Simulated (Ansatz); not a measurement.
H8N2OSi2 can be A, `N[SiH2][SiH](N)O`, or B, `N[SiH](O)N[SiH3]`.

Program: Ansatz. Geometries: PBE0-D4/def2-TZVP. ΔE: electronic, gas phase. CCSD(T)/CBS is the MP2 limit (def2-TZVPP, def2-QZVPP) plus CCSD(T) − MP2 in def2-TZVPP, frozen cores. DFT in def2-TZVPP. B3LYP here is the variant with VWN-RPA as its local correlation; programs differ in this. One conformer a species, not always the lowest.

A:

```xyz
13

N     0.002    1.401    1.941
Si    0.698    1.175    0.384
Si   -0.578   -0.467   -0.682
N     0.366   -1.246   -1.875
O    -1.077   -1.393    0.606
H    -0.407    0.596    2.389
H     0.399    2.038    2.613
H     2.133    0.732    0.378
H     0.683    2.465   -0.362
H    -1.782    0.005   -1.424
H    -0.033   -1.676   -2.692
H     1.313   -1.543   -1.711
H    -1.717   -2.086    0.435
```

B:

Z-matrix (Å, degrees):
```
Si
O 1 1.647
N 1 1.719 2 106.0
N 1 1.705 2 119.2 3 -119.9
H 1 1.479 2 102.8 3 122.7
H 2 0.959 1 117.9 3 58.0
Si 3 1.728 1 127.2 2 21.9
H 3 1.009 1 116.3 2 -168.1
H 4 1.007 1 121.9 2 74.3
H 4 1.007 1 121.0 2 -78.1
H 7 1.487 3 113.2 1 59.0
H 7 1.489 3 111.2 1 -61.9
H 7 1.487 3 107.5 1 179.3
```

(1) Which isomer does CCSD(T)/CBS put lower? Give the gap. (Best estimate.)

(2) Give E(B) − E(A) in kJ/mol with B3LYP, B3LYP-D4, CCSD(T)/def2-TZVPP, B2PLYP, CCSD/def2-TZVPP, HF/def2-TZVPP, r2SCAN-D4. (An estimate is asked.)

Largest T1 diagnostic: 0.011.

## Answers

(1) Computed: B, by 95.4 kJ/mol.

(2) Computed: B3LYP -89.0, B3LYP-D4 -90.8, CCSD(T)/def2-TZVPP -97.8, B2PLYP -95.6, CCSD/def2-TZVPP -99.4, HF/def2-TZVPP -110.3, r2SCAN-D4 -91.0. None reverses the order clearly.

From PBE to PBE0 (25 % exact exchange), in def2-TZVPP and without D4, E(B) − E(A) moves by −8.5 kJ/mol. In def2-TZVPP, CCSD(T) changes the Hartree–Fock value by +12.5 kJ/mol (the triples alone add +1.5 kJ/mol) and MP2 by +6.8 kJ/mol.
